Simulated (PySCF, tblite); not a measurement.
C6H13FSi2.
Numbering: `[CH2:1]=[CH:2][C@H:3]([SiH3:4])[SiH2:5]/[CH:6]=[CH:7]/[CH2:8][F:9]` (hydrogens: H10, H11 on C1; H12 on C2; H13 on C3; H14, H15, H16 on Si4; H17, H18 on Si5; H19 on C6; H20 on C7; H21, H22 on C8)

Cartesian coordinates in Å at the GFN2-xTB level; atoms count from 1:
```
atom  x, y, z in Å
C1    -3.2816   -1.7812    0.2403
C2    -2.6251   -0.8010   -0.3564
C3    -1.3856   -0.1655    0.1608
Si4   -1.7460    1.6653    0.5741
Si5    0.0314   -0.4177   -1.0981
C6     1.5974    0.3961   -0.4479
C7     2.7290   -0.2433   -0.1932
C8     3.9825    0.4087    0.2978
F9     4.6452   -0.4105    1.1834
H10   -2.9423   -2.2023    1.1732
H11   -4.1819   -2.2032   -0.1730
H12   -2.9938   -0.4014   -1.2931
H13   -1.1028   -0.6650    1.0935
H14   -2.0298    2.4019   -0.6602
H15   -0.5856    2.2545    1.2466
H16   -2.9087    1.7348    1.4621
H17    0.2626   -1.8529   -1.2989
H18   -0.3225    0.2089   -2.3799
H19    1.5721    1.4666   -0.2805
H20    2.8124   -1.3109   -0.3405
H21    4.6803    0.5869   -0.5320
H22    3.7825    1.3505    0.8196
```

Method used: PBE0/pcSseg-1 in PySCF (dipole) on a GFN2-xTB geometry, gas phase.

Take the most abundant isotopes and a rigid rotor. The values belong to one conformer with, in the numbering `[CH2:1]=[CH:2][C@H:3]([SiH3:4])[SiH2:5]/[CH:6]=[CH:7]/[CH2:8][F:9]`, C1–C2–C3–Si4 -115°, C2–C3–Si5–C6 180°, C3–Si5–C6–C7 119°, C6–C7–C8–F9 144°.

(1) Give the principal moments of inertia and the rotational constants in cm⁻¹.

(2) Classify the top.

(3) Is it planar, by Δ = Ic − Ia − Ib?

(4) Where do the levels up to J = 2 lie, in MHz?

(5) Which types of transition are allowed, and where do some lines up to J = 2 fall?

(6) Estimate the classical rotational partition function at 10 K, 100 K and 500 K.

Results:

(1) Ia = 258.51, Ib = 1205.05, Ic = 1308.20 u·Å²; 505379 MHz·u·Å²/I gives 1955, 419.4 and 386.3 MHz, that is A = 0.06521, B = 0.01399, C = 0.01289 cm⁻¹.

(2) A near-prolate asymmetric top: κ = (2 × 419.4 − 1955 − 386.3)/(1955 − 386.3) = -0.96.

(3) Not planar: Δ = Ic − Ia − Ib = -155.36 u·Å². For a rigid frame Δ = −2 Σ m c², so Σ m c² = 77.68 u·Å² lies off the ab plane: 17.47 from hydrogen and 60.21 from heavier atoms. The atom farthest from that plane is 2.29 Å away.

(4) Above 0(0,0):
J = 1: 1(0,1) 806, 1(1,1) 2341, 1(1,0) 2374
J = 2: 2(0,2) 2417, 2(1,2) 3920, 2(1,1) 4019, 2(2,1) 8626, 2(2,0) 8626
Those of J = 1 are B + C, A + C and A + B.

(5) The dipole components are |μa| = 0.51 D, |μb| = 0.59 D, |μc| = 1.00 D. Intensities carry the squares of the components, which stand as 0.26 : 0.35 : 1.00 (a : b : c). Some lines, for components of 0.1 D or more:

```json
{"type": "a", "branch": "R", "J(Ka,Kc)": "1(0,1) ← 0(0,0)", "MHz": "806", "lower level (cm⁻¹)": "0.000"}
{"type": "c", "branch": "Q", "J(Ka,Kc)": "2(1,2) ← 2(0,2)", "MHz": "1503", "lower level (cm⁻¹)": "0.081"}
{"type": "c", "branch": "Q", "J(Ka,Kc)": "1(1,1) ← 1(0,1)", "MHz": "1536", "lower level (cm⁻¹)": "0.027"}
{"type": "b", "branch": "Q", "J(Ka,Kc)": "1(1,0) ← 1(0,1)", "MHz": "1569", "lower level (cm⁻¹)": "0.027"}
{"type": "a", "branch": "R", "J(Ka,Kc)": "2(1,2) ← 1(1,1)", "MHz": "1578", "lower level (cm⁻¹)": "0.078"}
{"type": "b", "branch": "Q", "J(Ka,Kc)": "2(1,1) ← 2(0,2)", "MHz": "1602", "lower level (cm⁻¹)": "0.081"}
{"type": "a", "branch": "R", "J(Ka,Kc)": "2(0,2) ← 1(0,1)", "MHz": "1611", "lower level (cm⁻¹)": "0.027"}
{"type": "a", "branch": "R", "J(Ka,Kc)": "2(1,1) ← 1(1,0)", "MHz": "1644", "lower level (cm⁻¹)": "0.079"}
{"type": "b", "branch": "R", "J(Ka,Kc)": "1(1,1) ← 0(0,0)", "MHz": "2341", "lower level (cm⁻¹)": "0.000"}
{"type": "c", "branch": "R", "J(Ka,Kc)": "1(1,0) ← 0(0,0)", "MHz": "2374", "lower level (cm⁻¹)": "0.000"}
{"type": "b", "branch": "R", "J(Ka,Kc)": "2(1,2) ← 1(0,1)", "MHz": "3114", "lower level (cm⁻¹)": "0.027"}
{"type": "c", "branch": "R", "J(Ka,Kc)": "2(1,1) ← 1(0,1)", "MHz": "3213", "lower level (cm⁻¹)": "0.027"}
{"type": "c", "branch": "Q", "J(Ka,Kc)": "2(2,1) ← 2(1,1)", "MHz": "4607", "lower level (cm⁻¹)": "0.134"}
{"type": "b", "branch": "Q", "J(Ka,Kc)": "2(2,0) ← 2(1,1)", "MHz": "4607", "lower level (cm⁻¹)": "0.134"}
{"type": "b", "branch": "Q", "J(Ka,Kc)": "2(2,1) ← 2(1,2)", "MHz": "4706", "lower level (cm⁻¹)": "0.131"}
{"type": "b", "branch": "R", "J(Ka,Kc)": "2(2,1) ← 1(1,0)", "MHz": "6251", "lower level (cm⁻¹)": "0.079"}
{"type": "c", "branch": "R", "J(Ka,Kc)": "2(2,0) ← 1(1,0)", "MHz": "6252", "lower level (cm⁻¹)": "0.079"}
{"type": "c", "branch": "R", "J(Ka,Kc)": "2(2,1) ← 1(1,1)", "MHz": "6284", "lower level (cm⁻¹)": "0.078"}
{"type": "b", "branch": "R", "J(Ka,Kc)": "2(2,0) ← 1(1,1)", "MHz": "6285", "lower level (cm⁻¹)": "0.078"}
```

(6) Point group C1, symmetry number σ = 1; q = (√π/σ)·√((kT/h)³/(ABC)), k/h = 20836.6 MHz/K: 9470 at 10 K, 300000 at 100 K, 3350000 at 500 K.

Its GFN2-xTB frequencies are all real (lowest 17 cm⁻¹). Zero-point vibration and centrifugal distortion are left out. A rigid rotor knows nothing of internal rotation, which can split or shift real lines.

Hardware: one thread, Arm Neoverse N1 (aarch64), no GPU, shared host with 64 logical CPUs at a one-minute load of 59. Cost: 2.0 min of wall time (with the writing of density and orbital grids), 1.0 GiB resident at most. This is the PBE0/pcSseg-1 job that gave the dipole, with the shieldings it also computed.
